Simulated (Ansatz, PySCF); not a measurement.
System: phosphorus nitride, PN, charge 0, multiplicity 1. 
Structure (B3LYP-D3(BJ)/def2-TZVP (Ansatz, a program for electronic structure) minimum search):
```
N
P 1 1.4828
```

Dipole moments at this geometry, in debye (magnitudes).

```
level                    program  dipole (D)
-----------------------  -------  ----------
BLYP/def2-TZVPD           Ansatz        2.77
PBE0/def2-TZVPD            PySCF        2.87
r2SCANh/def2-TZVPD        Ansatz        2.82
M06-2X/def2-TZVPD          PySCF        3.03
wB97X-V/def2-TZVPD        Ansatz        2.98
CCSD(T)/aug-cc-pV(D+d)Z   Ansatz        2.73
```

Measured: 2.75 D (NIST CCCBDB, as tabulated in the package chemicals), a vibrational average. This is an older compilation, not checked against later work.
